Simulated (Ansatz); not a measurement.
Coupled-cluster diagnostics for the cluster Cd₃⁻ (the lowest doublet isomer of a short search), Ansatz.

Geometry of the doublet (r2SCAN/def2-TZVPD):

```xyz
3

Cd   -0.995   -0.648    1.225
Cd    1.697   -0.115    0.129
Cd   -0.703    0.763   -1.354
```

In the def2 sets Cd takes a core potential; there is no spin–orbit coupling. Correlated methods freeze no core orbitals; core or outer-core shells of Cd are correlated, in sets that lack core-valence functions. In CCSD on the charge -1 quartet the largest single amplitude is 0.44, so its Hartree–Fock determinant may place the open shell otherwise than the density functionals do. The structure comes from a short search, and lower isomers may exist.

Geometry of the charge -1 quartet (r2SCAN/def2-TZVPD):

Cartesian coordinates in Å:
```
Cd 0.310 -2.473 -0.921
Cd 0.004 0.001 -0.002
Cd -0.315 2.472 0.923
```

Estimate the CCSD(T) correlation energy, the shares of MP2 and (T), T1 and the reference's ⟨S²⟩ for: charge -1, doublet, own geometry in def2-TZVPD; charge -1, quartet, own geometry in def2-TZVPD; charge 0, singlet, vertical in def2-TZVPD; and the rough time on 4 threads of Arm Neoverse V1 on a shared host.


```
                           state       basis  correlation (eV)  MP2 share (%)  (T) share (%)     T1  ⟨S²⟩ (pure)  wall time
charge -1, doublet, own geometry  def2-TZVPD           -40.631          103.1            2.3  0.013  0.77 (0.75)       72 s
charge -1, quartet, own geometry  def2-TZVPD           -39.488          102.9            2.1  0.045  3.81 (3.75)      100 s
     charge 0, singlet, vertical  def2-TZVPD           -40.309          103.3            2.2  0.012  0.00 (0.00)       16 s
```
Customary marks for T1 are 0.02 (closed shells), 0.045 (open shells) and about 0.05 (3d metals). T1 exceeds 0.02 in 1 of 3 rows and 0.045 in 0; the higher it lies, the less the single-reference result can be trusted.
